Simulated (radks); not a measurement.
The numbers below are computed, except where a source is named.
Excited configurations of Ba IV: one electron is placed in a higher orbital outside [Kr] 4d10 5s2 5p4. The ground configuration is [Kr] 4d10 5s2 5p5. Level of theory: scalar-relativistic Kohn-Sham, r2SCAN, spin-polarised, spherical densities, finite nucleus; open shells are filled with parallel spins first (spin-orbit coupling, left out, can overturn this in heavy ions); meta-GGA in the generalised Kohn-Sham scheme; Fermi nuclear charge, rms radius 4.8378 fm (a radial shooting solver on a logarithmic mesh with Libxc functionals). Excitation = E - E(ground); binding = E(ion) - E, where the ion is the core of charge +4; n* = 4/sqrt(2 binding) in atomic units, and the quantum defect is n - n*.

| outer orbital | excitation (eV) | binding (eV) | n* | <r> (bohr) |
|---|---|---|---|---|
| 5d | 19.060 | 28.321 | 2.772 | 2.397 |
| 5f | 34.182 | 13.199 | 4.061 | 4.617 |
| 6s | 22.930 | 24.451 | 2.984 | 3.465 |
| 6p | 27.384 | 19.997 | 3.299 | 4.016 |
| 6d | 33.086 | 14.295 | 3.902 | 5.186 |
| 6f | 38.739 | 8.641 | 5.019 | 7.970 |
| 7s | 33.681 | 13.700 | 3.986 | 6.091 |
| 7p | 35.686 | 11.694 | 4.315 | 6.907 |
| 7d | 38.398 | 8.983 | 4.923 | 8.556 |

The Delta-SCF ionisation energy is 47.380 eV (NIST Atomic Spectra Database: 47.0 eV, semi-empirical). Self-interaction in the functional shifts the binding energies and quantum defects, so they are the method's values and not measured ones. Open shells are spherical and high-spin; term and fine-structure splittings are not resolved. Spin-orbit splitting is averaged out at the scalar-relativistic level.
